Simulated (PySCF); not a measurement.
Job file and geometry (Å, from GFN2-xTB) of a spin–spin coupling run on `CO[C@@H](F)[GeH3]`, C2H7FGeO, B3LYP/pcJ-1 Ge:pcSseg-1 indirect spin-spin coupling, non-relativistic, gas phase in PySCF; density fitting, a coarse starting grid and PySCF grid level 2 are the driver's defaults:

```
$ OMP_NUM_THREADS=1 python probes_run.py task.json out

{"job": {"kind": "j", "xc": "B3LYP", "basis": "pcJ-1"}, "charge": 0, "multiplicity": 1}
C      1.790093     0.874314     0.389615
O      0.402205     0.597430     0.467537
C     -0.026913    -0.448452    -0.304718
F      0.496250    -1.652076     0.168942
Ge    -1.996309    -0.467916    -0.050416
H      2.082615     1.074957    -0.646869
H      1.963057     1.756697     1.001132
H      2.375921     0.035907     0.775622
H      0.338778    -0.384984    -1.342070
H     -2.260684    -0.524519     1.410351
H     -2.606266    -1.650734    -0.728395
H     -2.557549     0.788692    -0.622629
```

Q: What does the program print?

A: 
```
coarse grid: 45560 points
cycle   1  E = -2332.1838744814  dE = -2.362e-01  |g| = 1.133e+00  |ddm| = 2.807e+00
cycle   2  E = -2332.0493841513  dE =  1.345e-01  |g| = 1.431e+00  |ddm| = 1.291e+00
cycle   3  E = -2332.2995317758  dE = -2.501e-01  |g| = 1.957e-01  |ddm| = 8.839e-01
cycle   4  E = -2332.3048589859  dE = -5.327e-03  |g| = 6.899e-02  |ddm| = 1.175e-01
cycle   5  E = -2332.3053541977  dE = -4.952e-04  |g| = 1.210e-02  |ddm| = 4.035e-02
cycle   6  E = -2332.3053735350  dE = -1.934e-05  |g| = 5.426e-03  |ddm| = 1.009e-02
cycle   7  E = -2332.3053775771  dE = -4.042e-06  |g| = 7.724e-04  |ddm| = 3.184e-03
final grid: 95872 points
cycle   8  E = -2332.3054114769  dE =  5.716e-08  |g| = 1.064e-03  |ddm| = 1.428e-03
cycle   9  E = -2332.3054111884  dE =  2.885e-07  |g| = 1.736e-03  |ddm| = 1.687e-03
cycle  10  E = -2332.3054116664  dE = -4.780e-07  |g| = 1.273e-04  |ddm| = 1.004e-03
cycle  11  E = -2332.3054116694  dE = -3.036e-09  |g| = 3.080e-05  |ddm| = 1.127e-04
cycle  12  E = -2332.3054116696  dE = -1.110e-10  |g| = 3.079e-06  |ddm| = 1.549e-05
converged SCF energy = -2332.3054116696

Indirect spin-spin couplings (Hz)
  i      j    bonds     total        FC       PSO       DSO        SD
  0 C    1 O    1     25.494    26.632    -1.007    -0.130         -
  0 C    2 C    2     -4.157    -3.851    -0.321     0.015         -
  0 C    3 F    3      3.539     3.810    -0.282     0.003     0.008
  0 C    5 H    1    142.586   141.544     0.228     0.815         -
  0 C    6 H    1    151.545   150.616     0.174     0.755         -
  0 C    7 H    1    150.354   149.393     0.142     0.819         -
  0 C    8 H    3      6.344     6.215     0.023     0.106         -
  0 C    9 H    4     -0.278    -0.241     0.230    -0.268         -
  0 C   10 H    4      2.423     2.674     0.273    -0.524         -
  0 C   11 H    4     -0.446    -0.388     0.199    -0.258         -
  1 O    2 C    1     35.389    31.639     3.959    -0.209         -
  1 O    3 F    2    -34.570   -10.002   -14.338    -0.020   -10.209
  1 O    5 H    2     -2.785    -2.107    -0.757     0.080         -
  1 O    6 H    2    -13.241   -12.486    -0.766     0.010         -
  1 O    7 H    2     -3.125    -2.494    -0.702     0.070         -
  1 O    8 H    2     -1.637    -1.765     0.098     0.030         -
  1 O    9 H    3     -0.666    -0.664     0.063    -0.066         -
  1 O   10 H    3    -13.006   -13.384    -0.096     0.473         -
  1 O   11 H    3      0.556     0.538     0.015     0.003         -
  2 C    3 F    1   -290.121  -319.894     9.918     1.244    18.611
  2 C    5 H    3      2.449     2.369    -0.123     0.202         -
  2 C    6 H    3     11.748    11.713     0.501    -0.466         -
  2 C    7 H    3      2.281     2.259    -0.059     0.082         -
  2 C    8 H    1    175.415   174.463    -0.781     1.733         -
  2 C    9 H    2      0.641     1.096    -0.034    -0.421         -
  2 C   10 H    2     10.726    11.255    -0.055    -0.474         -
  2 C   11 H    2     10.985    11.445    -0.062    -0.398         -
  3 F    5 H    4      5.133     4.088     1.950    -0.489    -0.416
  3 F    6 H    4      0.453     0.325     1.676    -1.371    -0.177
  3 F    7 H    4      2.402     1.505    -0.043     1.205    -0.264
  3 F    8 H    2     67.745    67.320     4.042    -0.052    -3.564
  3 F    9 H    3      0.737     1.120     0.238    -0.399    -0.221
  3 F   10 H    3     -1.831    -1.668     0.418    -0.337    -0.244
  3 F   11 H    3     27.792    30.516     0.538    -3.262     0.000
  5 H    6 H    2    -11.878   -11.964     2.632    -2.547         -
  5 H    7 H    2     -9.222    -9.384     2.458    -2.297         -
  5 H    8 H    4      0.600     0.197    -1.714     2.117         -
  5 H   10 H    5     -0.977    -0.227     0.749    -1.498         -
  6 H    7 H    2    -11.498   -11.602     2.614    -2.510         -
  6 H    8 H    4     -0.216    -0.279     1.693    -1.630         -
  6 H   10 H    5     -0.945    -0.039     1.007    -1.913         -
  7 H    8 H    4      0.486     0.368     0.414    -0.296         -
  7 H   10 H    5     -0.850    -0.132     0.852    -1.570         -
  7 H   11 H    5     -0.289     0.190     1.017    -1.497         -
  8 H    9 H    3      4.204     6.268     1.721    -3.785         -
  8 H   10 H    3     -1.484    -0.885     0.306    -0.904         -
  8 H   11 H    3     -1.318    -0.866     0.228    -0.680         -
  9 H   10 H    2      8.013    11.752     1.240    -4.979         -
  9 H   11 H    2      5.633     9.377     1.233    -4.976         -
 10 H   11 H    2      7.573    11.261     1.256    -4.944         -
```

Size and cost of the density-fitted run: 219 basis functions, 68 s wall time on 1 thread of an Arm Neoverse N1, shared host; peak memory 0.91 GiB.
